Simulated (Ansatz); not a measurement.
Start from `[CH3][Ge]([Cl])([Cl])[Cl]` and change one atom or group to get `[Cl][Ge]([Cl])([Cl])[I]`.

Ansatz, PBE0-D4/def2-TZVP geometries, multiplicity 1. 

Elements past krypton have def2 core potentials. Scalar relativity is left out up to krypton.

```json
{"property": "HOMO–LUMO gap (PBE0/def2-TZVPP) / eV", "`[CH3][Ge]([Cl])([Cl])[Cl]`": "8.07"}
{"property": "LUMO energy (PBE/def2-TZVPP) / eV", "`[CH3][Ge]([Cl])([Cl])[Cl]`": "-2.10"}
{"property": "HOMO energy (B3LYP/def2-TZVPP) / eV", "`[CH3][Ge]([Cl])([Cl])[Cl]`": "-8.86"}
{"property": "LUMO energy (ωB97M-V/def2-TZVPP) / eV", "`[CH3][Ge]([Cl])([Cl])[Cl]`": "0.97"}
{"property": "LUMO energy (B3LYP/def2-TZVPP) / eV", "`[CH3][Ge]([Cl])([Cl])[Cl]`": "-1.41"}
{"property": "ideal-gas entropy at 298 K and 1 bar (rigid rotor, harmonic PBE0-D4/def2-TZVP) / J/(mol·K)", "`[CH3][Ge]([Cl])([Cl])[Cl]`": "369"}
```

**Question.** What does the change do to each property? (Estimate.)

**Answer.** Ansatz gave: 
```csv
property,`[Cl][Ge]([Cl])([Cl])[I]`,shift
HOMO–LUMO gap (PBE0/def2-TZVPP) / eV,5.75,-2.32
LUMO energy (PBE/def2-TZVPP) / eV,-3.53,-1.43
HOMO energy (B3LYP/def2-TZVPP) / eV,-8.16,0.70
LUMO energy (ωB97M-V/def2-TZVPP) / eV,-0.72,-1.69
LUMO energy (B3LYP/def2-TZVPP) / eV,-2.95,-1.54
"ideal-gas entropy at 298 K and 1 bar (rigid rotor, harmonic PBE0-D4/def2-TZVP) / J/(mol·K)",381,12
```

With PBE0 the HOMO rises by 0.74 eV and the LUMO falls by 1.59 eV, so the gap narrows by about 2.33 eV. PBE moves the HOMO by 0.49 eV and ωB97M-V by 0.84 eV. The zero-point energy changes by -94.7 kJ/mol with -9 modes.

B3LYP here is the variant with VWN-RPA as its local correlation; programs differ in this.

Spin–orbit coupling is left out; it splits and shifts lone-pair levels of the heavy atoms by tenths of an eV.
